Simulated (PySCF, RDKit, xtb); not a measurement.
Complex: HCl (SMILES Cl) (first 2 atoms) with Si2H6 (SMILES [SiH3][SiH3]); geometry from B3LYP-D3(BJ)/def2-TZVP, rigid monomers moved along the line of their centres of mass till H2···H10 is 1.78 Å.
(charge 0, multiplicity 1):
| atom | x (Å) | y (Å) | z (Å) |
|---|---|---|---|
| Cl | 1.0490 | 0.6438 | -0.3519 |
| H | -0.0039 | 0.9067 | 0.3381 |
| Si | 1.0213 | -0.5546 | 3.1759 |
| Si | -1.0620 | 0.5046 | 2.9746 |
| H | 2.1147 | 0.4130 | 2.9308 |
| H | 1.1227 | -1.6741 | 2.2123 |
| H | 1.1481 | -1.0893 | 4.5539 |
| H | -1.1793 | 1.6311 | 3.9309 |
| H | -2.1690 | -0.4513 | 3.2153 |
| H | -1.2469 | 1.0626 | 1.6063 |

Interaction energies are E(AB) − E(A) − E(B) at the monomers' geometry in the complex; basis-set methods are counterpoise corrected. RDKit's UFF carries no charges.

Rows in 6-31G* carry no dispersion term and start afresh at each structure (6-31G* with six Cartesian d functions).

Programs: PySCF for 6-31G* rows; RDKit for the force fields; xtb for the GFN methods. Each number belongs to the level named beside it.

Q: One of these levels gives 62.5 meV for the interaction energy. Which one is it?
(A) UFF
(B) B3LYP/6-31G*
(C) HF/6-31G*
(D) GFN-FF

A: B, B3LYP/6-31G*. The others give 540.6 (UFF), 1.4 (GFN-FF), 144.5 (HF/6-31G*)
